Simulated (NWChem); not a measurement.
System: C4H11BO2; SMILES CCB(OC)OC

NWChem input:

```
start job
memory heap 200 mb stack 900 mb global 1100 mb
geometry units angstroms
  B      0.281446    -0.028622    -0.174562
  C     -1.133276    -0.776946     0.040822
  C     -2.021764    -0.053313     1.061557
  H     -0.980096    -1.800398     0.387062
  H     -1.679078    -0.846470    -0.903339
  H     -2.234778     0.964774     0.731076
  H     -1.532525     0.006382     2.027516
  H     -2.968067    -0.576616     1.189815
  O      0.492653     0.941171    -1.098273
  C     -0.477620     1.405005    -2.001034
  H     -1.370452     1.764442    -1.482380
  H     -0.032077     2.229748    -2.558919
  H     -0.772189     0.618088    -2.702010
  O      1.391870    -0.286025     0.561784
  C      1.464515    -1.245500     1.584368
  H      1.334113    -2.256462     1.186462
  H      2.455435    -1.165054     2.033312
  H      0.707514    -1.071438     2.353783
end
basis spherical
  * library def2-svp
end
dft
  xc pbe0
  iterations 150
end
driver
  maxiter 120
end
task dft optimize
```

Not confirmed as a minimum by frequencies.

The level has its own optimisation. Brackets give each atom's bonded neighbours.

Q: Give the results of this calculation. (PBE0/def2-SVP.) Quantities: r B–C (Å); r B–O (Å); r C–C (Å); r C–H [C(BCHH)–H(C)] (Å); dipole (D).

A: 
```yaml
r B–C (Å): 1.588
r B–O (Å): 1.363
r C–C (Å): 1.534
r C–H [C(BCHH)–H(C)] (Å): 1.103
dipole (D): 2.06
```
